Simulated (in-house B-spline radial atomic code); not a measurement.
# KLI/ALDAx excitations of Ne

Method: KLI/ALDAx. Computed with an all-electron radial atomic-structure program (B-spline basis): linear response of the closed shell [He] 2s2 2p6 with the adiabatic LDA exchange kernel on the exchange-only KLI potential; scalar-relativistic (spin-free one-electron X2C), finite nucleus, no spin-orbit coupling, no double excitations, S, P, D and F terms only. Only terms of natural parity with L up to 3 were computed.

Command:
```bash
python run_td.py task.json out
```
Settings (radii: box in bohr, nucleus in fm):
```
Z                        10
electrons                10
configuration            [He] 2s2 2p6
hamiltonian              x2c
method                   kli
box_radius               75
rms_radius               3.0055
intervals                116
```

Run time, properties included: 0.5 s on 1 thread of Intel(R) Xeon(R) Platinum 8488C (Sapphire Rapids), with other jobs on the host.

The lowest states, in the order of their Tamm-Dancoff energies; the method's threshold (minus the highest occupied level) is 23.096 eV. Labels give the largest channel, * marks a mixed state, and oscillator strengths are full-response dipole values. Semilocal kernels can invert the small singlet-triplet splittings of Rydberg terms. Energies in eV:

```
     state  full response  Tamm-Dancoff  oscillator strength
2p → 3s 3P         17.632        17.642                    -
2p → 3s 1P         17.957        17.966                0.164
2p → 3p 3S              ?             ?                    -
2p → 3p 3D         19.844        19.849                    -
2p → 3p 1D         19.972        19.974                    -
2p → 3p 1S         20.397        20.454                    -
2p → 4s 3P              ?             ?                    -
2p → 4s 1P         21.168        21.170               0.0265
2p → 3d 3P         21.500        21.501                    -
2p → 3d 3F         21.510        21.510                    -
```

**Question.** Where does 2p → 3p 3S lie?

**Answer.** At 19.571 eV in full response, 19.595 eV in Tamm-Dancoff.

**Question.** Where does 2p → 4s 3P lie?

**Answer.** At 21.102 eV in full response, 21.104 eV in Tamm-Dancoff.

**Question.** How large is the singlet-triplet splitting of 2p → 3s (P terms) in Tamm-Dancoff?

**Answer.** 0.323 eV, from the unrounded values.

**Question.** What polarisabilities and dispersion coefficient does the method give?

**Answer.** Dipole 2.424 bohr³, quadrupole 6.461 bohr⁵, C6 5.635 hartree·bohr⁶ for two such species. Recommended dipole value: 2.6611 ± 3e-05 bohr³ (Schwerdtfeger and Nagle, table of static dipole polarizabilities (2023 update)), which includes relativity and correlation.
